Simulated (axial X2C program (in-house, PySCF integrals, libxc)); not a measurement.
**Excited states of AsC⁻ by EOM-EE-CCSD**

Calculated with an in-house all-electron X2C program for linear molecules (integrals from PySCF): two-component X2C with atomic mean-field Coulomb and Gaunt terms, Gaussian nuclei, basis As dyall-acv3z, C dyall-av3z with contracted cores.

R = 1.705 Å (near the PBE0 minimum at charge -1 of the determinant lowest at the starting distance; the state shown can have its own minimum elsewhere).

Hartree–Fock spinors of AsC⁻ (one of each Kramers pair; a window near the gap, which can cut inner shells):

```tsv
ω	occupied	ε (eV)	character
1/2	yes	-18.57	38% C s, 33% As s, 13% C p
1/2	yes	-9.65	27% As s, 25% As p, 22% C s
1/2	yes	-4.21	50% C p, 25% As p, 10% C s
1/2	yes	-3.20	52% As p, 39% C p, 6% C d
3/2	yes	-3.12	49% As p, 42% C p, 6% C d
1/2	no	4.00	56% As p, 30% C p, 10% As s
1/2	no	4.65	35% As p, 31% As s, 28% C p
3/2	no	4.70	90% As p, 6% As d, 4% C p
1/2	no	4.71	90% As p, 6% As d, 4% C p
1/2	no	5.12	90% C p, 4% As d, 3% As p
3/2	no	5.12	90% C p, 4% As d, 4% As p
```

Vertical excitation energies from the closed-shell determinant state of AsC⁻:

| Ω | excitation (eV) | cm⁻¹ | hole of the leading pair | particle of the leading pair | weight of the pair (for Ω = 0 its time-reversed partner can hold as much again) | singles weight |
| --- | --- | --- | --- | --- | --- | --- |
| 0⁻ | 2.794 | 22538 | 41% As pπ, 32% C pπ, 11% C pσ | 41% C pπ, 23% As pπ, 22% As dπ | 0.25 | 0.96 |
| 1 | 2.798 | 22567 | 49% As pπ, 42% C pπ | 41% C pπ, 23% As pπ, 22% As dπ | 0.50 | 0.96 |
| 0⁺ | 2.908 | 23458 | 55% C pσ, 18% As pσ, 14% C sσ | 40% C pπ, 25% As pπ, 22% As dπ | 0.46 | 0.93 |
| 0⁻ | 2.922 | 23568 | 53% C pσ, 17% As pσ, 13% C sσ | 40% C pπ, 24% As pπ, 22% As dπ | 0.43 | 0.94 |
| 1 | 2.939 | 23703 | 55% C pσ, 18% As pσ, 14% C sσ | 39% C pπ, 25% As pπ, 22% As dπ | 0.48 | 0.93 |
| 2 | 2.962 | 23887 | 55% C pσ, 18% As pσ, 14% C sσ | 37% C pπ, 28% As pπ, 22% As dπ | 0.93 | 0.93 |
| 3 | 3.442 | 27762 | 49% As pπ, 42% C pπ | 36% C pπ, 27% As pπ, 23% As dπ | 0.95 | 0.96 |
| 2 | 3.468 | 27972 | 49% As pπ, 42% C pπ | 39% C pπ, 24% As pπ, 24% As dπ | 0.55 | 0.95 |
| 1 | 3.497 | 28202 | 51% As pπ, 39% C pπ | 39% C pπ, 24% As pπ, 24% As dπ | 0.92 | 0.95 |

This point took 29 s on 1 thread of Arm Neoverse V2 (shared host).

Reference electrons by ω block (each with its −ω partner): 1/2: 14, 3/2: 5, 5/2: 1. 10 electrons of AsC⁻ correlated (inner shells frozen), 88 natural virtual spinors (a truncated set); levels can be off by some tenths of an eV. Roots sought by Ω: (0: 5, 1: 4, 2: 3, 3: 1); rows need 60 % singles weight and stop where some Ω has no more roots. Missing are any skipped roots, higher Ω and states of a further excitation; these come out far too high here and may in truth be low or lowest. T1 of the reference 0.030 (Lee–Taylor). Some roots did not converge and are left out. The highest Hartree–Fock level of the anion lies at -3.12 eV; relaxation, partly offset by correlation, puts the detachment threshold some tenths of an eV to over one eV lower in magnitude, and states above it are held by the basis set and are not bound. Number of frozen shells: As 3 s, 2 p, 1 d; C 1 s. Large amplitudes in the reference (orbital relaxation or multireference character) lower the reliability.
